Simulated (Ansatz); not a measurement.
Breaking the Sb1–Sb2 bond in Sb2 (multiplicity 1 held). Energies count from the point at 2.488 Å.


U- levels take the lowest unrestricted solution at each point, which mixes spins at long bonds. Active spaces are followed from rest. Levels need not reach the same state.

Correlated levels freeze the cores. Filled d and f shells under p-block atoms count as core.

Run with Ansatz (an electronic-structure program) with Gaussian orbitals. Values without a source in brackets are computed. In def2 rows elements past Kr take small-core potentials, without spin–orbit coupling.

Energies in kcal/mol.

```json
[
 {"R (Å)": "1.990", "U-HF/def2-SVP": "121.2", "U-SCS-MP2/def2-SVP": "103.6", "U-CCSD/def2-SVP": "(withheld)", "FIC-NEVPT4(SD) on CASSCF(10,8)/def2-SVP": "125.4", "FIC-MRCISD+Q on CASSCF(10,8)/def2-SVP": "125.2"},
 {"R (Å)": "2.239", "U-HF/def2-SVP": "29.7", "U-SCS-MP2/def2-SVP": "19.4", "U-CCSD/def2-SVP": "23.2", "FIC-NEVPT4(SD) on CASSCF(10,8)/def2-SVP": "26.7", "FIC-MRCISD+Q on CASSCF(10,8)/def2-SVP": "26.6"},
 {"R (Å)": "2.488", "U-HF/def2-SVP": "0.0", "U-SCS-MP2/def2-SVP": "0.0", "U-CCSD/def2-SVP": "0.0", "FIC-NEVPT4(SD) on CASSCF(10,8)/def2-SVP": "0.0", "FIC-MRCISD+Q on CASSCF(10,8)/def2-SVP": "0.0"},
 {"R (Å)": "2.737", "U-HF/def2-SVP": "-5.1", "U-SCS-MP2/def2-SVP": "-0.8", "U-CCSD/def2-SVP": "3.7", "FIC-NEVPT4(SD) on CASSCF(10,8)/def2-SVP": "2.2", "FIC-MRCISD+Q on CASSCF(10,8)/def2-SVP": "2.3"},
 {"R (Å)": "2.986", "U-HF/def2-SVP": "-1.6", "U-SCS-MP2/def2-SVP": "5.9", "U-CCSD/def2-SVP": "13.0", "FIC-NEVPT4(SD) on CASSCF(10,8)/def2-SVP": "13.4", "FIC-MRCISD+Q on CASSCF(10,8)/def2-SVP": "13.6"},
 {"R (Å)": "3.359", "U-HF/def2-SVP": "3.4", "U-SCS-MP2/def2-SVP": "17.0", "U-CCSD/def2-SVP": "(withheld)", "FIC-NEVPT4(SD) on CASSCF(10,8)/def2-SVP": "29.1", "FIC-MRCISD+Q on CASSCF(10,8)/def2-SVP": "29.4"},
 {"R (Å)": "3.732", "U-HF/def2-SVP": "5.2", "U-SCS-MP2/def2-SVP": "22.0", "U-CCSD/def2-SVP": "31.7", "FIC-NEVPT4(SD) on CASSCF(10,8)/def2-SVP": "38.3", "FIC-MRCISD+Q on CASSCF(10,8)/def2-SVP": "38.7"},
 {"R (Å)": "4.354", "U-HF/def2-SVP": "6.1", "U-SCS-MP2/def2-SVP": "24.8", "U-CCSD/def2-SVP": "(withheld)", "FIC-NEVPT4(SD) on CASSCF(10,8)/def2-SVP": "44.3", "FIC-MRCISD+Q on CASSCF(10,8)/def2-SVP": "44.7"},
 {"R (Å)": "4.976", "U-HF/def2-SVP": "6.3", "U-SCS-MP2/def2-SVP": "25.6", "U-CCSD/def2-SVP": "36.3", "FIC-NEVPT4(SD) on CASSCF(10,8)/def2-SVP": "46.0", "FIC-MRCISD+Q on CASSCF(10,8)/def2-SVP": "46.4"},
 {"R (Å)": "5.722", "U-HF/def2-SVP": "6.4", "U-SCS-MP2/def2-SVP": "25.9", "U-CCSD/def2-SVP": "36.6", "FIC-NEVPT4(SD) on CASSCF(10,8)/def2-SVP": "46.5", "FIC-MRCISD+Q on CASSCF(10,8)/def2-SVP": "46.9"},
 {"R (Å)": "6.718", "U-HF/def2-SVP": "6.5", "U-SCS-MP2/def2-SVP": "26.0", "U-CCSD/def2-SVP": "36.7", "FIC-NEVPT4(SD) on CASSCF(10,8)/def2-SVP": "46.6", "FIC-MRCISD+Q on CASSCF(10,8)/def2-SVP": "47.0"},
 {"R (Å)": "7.962", "U-HF/def2-SVP": "6.5", "U-SCS-MP2/def2-SVP": "26.0", "U-CCSD/def2-SVP": "36.7", "FIC-NEVPT4(SD) on CASSCF(10,8)/def2-SVP": "46.7", "FIC-MRCISD+Q on CASSCF(10,8)/def2-SVP": "47.1"},
 {"R (Å)": "9.952", "U-HF/def2-SVP": "6.5", "U-SCS-MP2/def2-SVP": "26.0", "U-CCSD/def2-SVP": "36.7", "FIC-NEVPT4(SD) on CASSCF(10,8)/def2-SVP": "46.7", "FIC-MRCISD+Q on CASSCF(10,8)/def2-SVP": "47.1"}
]
```

**Question.** Complete the blanks.

**Answer.** 
- 1.990, U-CCSD/def2-SVP: 119.2
- 3.359, U-CCSD/def2-SVP: 25.1
- 4.354, U-CCSD/def2-SVP: 35.4

Doubts at one or more of the structures used: a spin-contaminated determinant (U-HF/def2-SVP, U-SCS-MP2/def2-SVP, U-CCSD/def2-SVP); T1 above 0.05 (U-CCSD/def2-SVP); the program's own flag: large difference (U-CCSD/def2-SVP).
